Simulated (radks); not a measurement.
Ne+, configuration [He] 2s2 2p5 (the NIST ground configuration). All-electron calculation, non-relativistic Kohn-Sham, Slater X-alpha with alpha = 0.737, spin-polarised, spherical densities, point nucleus; open shells are filled with parallel spins first. Program: a radial shooting solver on a logarithmic mesh with Libxc functionals.

Normalised radial functions P(r) = r R(r), r in bohr:

```
   r/bohr * 1s down, o 2p up, + 2p down (the largest magnitude, 2.26, reaches the edge; | marks zero, & curves that meet)
 0.008437 &          *
  0.01031 &             *
  0.01269 &               *
  0.01562 &                   *
  0.01923 &                      *
  0.02368 &                           *
  0.02916 |&                              *
  0.03561 |&                                   *
  0.04384 |&                                        *
  0.05398 | &                                            *
  0.06646 | &                                                *
  0.08183 |  &                                                  *
   0.1007 |    &                                                 *
    0.124 |     +o                                              *
   0.1515 |        &                                         *
   0.1865 |          &                                 *
   0.2297 |             &                      *
   0.2828 |                +o        *
   0.3482 |                 * +o
   0.4286 |          *           &
   0.5236 |     *                 +o
   0.6446 | *                     +o
   0.7936 |*                     &
   0.9771 *                    &
    1.203 *                &
    1.481 *           o+
    1.809 *       o+
    2.228 *    &
    2.743 * o+
    3.377 *&
```

1s down: eigenvalue -851.55 eV, 0 radial nodes, <r> = 0.158 bohr, 90 % of the charge inside 0.283 bohr. 2p up: eigenvalue -33.630 eV, 0 radial nodes, <r> = 0.867 bohr, 90 % of the charge inside 1.49 bohr. 2p down: eigenvalue -31.056 eV, 0 radial nodes, <r> = 0.888 bohr, 90 % of the charge inside 1.53 bohr.
